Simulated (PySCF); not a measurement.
Predicted microwave data (PBE0-D3(BJ)/def2-SVP geometry optimisation, gas phase in PySCF) for one isomer of C5H9NSi:

```
Rotational constants : A = 3944, B = 1608, C = 1237 MHz
Dipole components    : |μa| = 4.57 D, |μb| = 0.64 D, |μc| = 0.87 D
Inertial defect      : -34.02 u·Å²
κ                    : -0.73
```

Question: Which candidate fits, each taken in the one conformer that was computed?
A. `n1(ccc(C)c1)[SiH3]`
B. `[CH3:1][SiH2:2][n:3]1[cH:4][cH:5][cH:6][cH:7]1` with C1–Si2–N3–C4 -123°
C. `[N:1]#[C:2][C@@H:3]1[CH2:4][CH2:5][CH2:6][SiH2:7]1` with C2–C3–C4–C5 -165°, C3–C4–C5–C6 52°, C4–C5–C6–Si7 -37°, C5–C6–Si7–C3 11°
D. `[CH:1]#[C:2][C@H:3]1[CH2:4][CH2:5][SiH2:6][NH:7]1` with C2–C3–C4–C5 79°, C3–C4–C5–Si6 36°, C4–C5–Si6–N7 -16°, C5–Si6–N7–C3 -10°

Answer: C. It is N#C[C@@H]1CCC[SiH2]1, an asymmetric top, point group C1. The candidates at the same level (rigid rotor, commonest isotopes):

```tsv
SMILES	A (MHz)	B (MHz)	C (MHz)	μa (D)	μb (D)	μc (D)	Δ (u·Å²)	point group	rotor
C#C[C@H]1CC[SiH2]N1	3672	1686	1528	0.38	0.21	0.18	-106.52	C1	asymmetric top
N#C[C@@H]1CCC[SiH2]1	3944	1608	1237	4.57	0.64	0.87	-34.02	C1	asymmetric top
C[SiH2]n1cccc1	5503	1383	1219	1.99	0.21	0.28	-42.64	C1	near-prolate asymmetric top
Cc1ccn([SiH3])c1	6076	1305	1096	1.01	0.31	0.00	-9.21	–	near-prolate asymmetric top
```

`C[SiH2]n1cccc1` has A 40 % too high; `Cc1ccn([SiH3])c1` has A 54 % too high; `C#C[C@H]1CC[SiH2]N1` has C 23 % too high. No structure here is proved a minimum.
